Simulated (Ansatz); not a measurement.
Coupled-cluster run, GeH12Si4 (`[SiH3][SiH2][SiH2][SiH2][GeH3]`).

```yaml
crystal:
  periodic: [false, false, false]
  atoms:
    - {symbol: Si, position_ang: [0.639421, 1.727646, -1.897980]}
    - {symbol: Si, position_ang: [1.754868, 0.896261, -0.018617]}
    - {symbol: Si, position_ang: [1.278159, -1.380271, 0.227715]}
    - {symbol: Si, position_ang: [-1.040038, -1.663847, 0.131047]}
    - {symbol: Ge, position_ang: [-2.097867, -0.150283, 1.633000]}
    - {symbol: H, position_ang: [0.933029, 3.170473, -2.109418]}
    - {symbol: H, position_ang: [1.055921, 0.971397, -3.109695]}
    - {symbol: H, position_ang: [-0.828007, 1.559841, -1.719061]}
    - {symbol: H, position_ang: [1.277266, 1.620057, 1.193426]}
    - {symbol: H, position_ang: [3.221749, 1.122339, -0.149640]}
    - {symbol: H, position_ang: [1.941742, -2.152261, -0.860474]}
    - {symbol: H, position_ang: [1.787228, -1.879117, 1.536218]}
    - {symbol: H, position_ang: [-1.425898, -3.061449, 0.472055]}
    - {symbol: H, position_ang: [-1.508684, -1.374913, -1.253086]}
    - {symbol: H, position_ang: [-1.573988, -0.364406, 3.063312]}
    - {symbol: H, position_ang: [-3.623883, -0.341517, 1.638641]}
    - {symbol: H, position_ang: [-1.791019, 1.300040, 1.222548]}
basis:
  gaussian: {orbitals: def2-TZVPP}
correlation: {method: ccsd_t}
output: {orbitals: {seedname: orbitals}}
```

```sh
$ ansatz run in.yaml --threads 3 --pin off --events-out ev --progress --plain --backend cuda
```

Output of Ansatz, abridged:

```
Functional definition: HF
  name "HF"
  cite "Fock, Z. Phys. 61, 126 (1930) doi:10.1007/BF01340294"
  parent pbe
  exchange = exact_x
  correlation = 0
2194 factors; integrals over basis functions are off by at most 9.8e-4 eV
mean field evaluation 1: about -88110.4216 eV, gradient 2.1e1 eV
mean field evaluation 2: about -88110.7315 eV, gradient 2.1e1 eV
mean field evaluation 4: about -88113.5728 eV, gradient 3.9e0 eV
mean field evaluation 8: about -88113.5922 eV, gradient 1.8e-1 eV
mean field evaluation 16: about -88113.5924 eV, gradient 1.7e-6 eV
mean field -88113.59235398 eV, -3238.1147934708 hartree, gradient 1.7e-6 eV, S^2 0.000000; 0 other end points of the search recorded, 0 dependent functions left out
29 core orbitals not correlated: weight in the atoms' cores, before any rotation towards them, 1.000 or more for the frozen orbitals, at most 0.000 for the correlated occupied ones
reference -88113.59235398 eV, -3238.1147934708 hartree; 21, 21 occupied and 334, 334 virtual orbitals, 2194 factors
second order -21.13227251 eV of doubles, -0.00000000 eV of singles
cycle   1  -22.80657185 eV  change    -1.7e0 eV  update   1.3e-1
cycle   2  -23.70144689 eV  change   -8.9e-1 eV  update   4.0e-2
cycle   3  -23.78099775 eV  change   -8.0e-2 eV  update   1.6e-2
cycle   4  -23.77312931 eV  change    7.9e-3 eV  update   4.6e-3
cycle   5  -23.76997890 eV  change    3.2e-3 eV  update   1.2e-3
cycle   6  -23.76924145 eV  change    7.4e-4 eV  update   3.8e-4
cycle   7  -23.76925116 eV  change   -9.7e-6 eV  update   1.0e-4
cycle   8  -23.76928974 eV  change   -3.9e-5 eV  update   3.4e-5
perturbative correction -0.87855203 eV, -0.0322861916 hartree
Total energy: -88138.24019575 eV, -3239.0205849489 hartree
```

Hardware: 3 threads of an AMD EPYC 7R13 on a shared host and a share of an NVIDIA H100 80 GB. Wall time 7 s, peak host memory 0.88 GiB.

The correlation energy is -24.648 eV, 3.6 % of it from (T); the T1 diagnostic reads 0.0134.
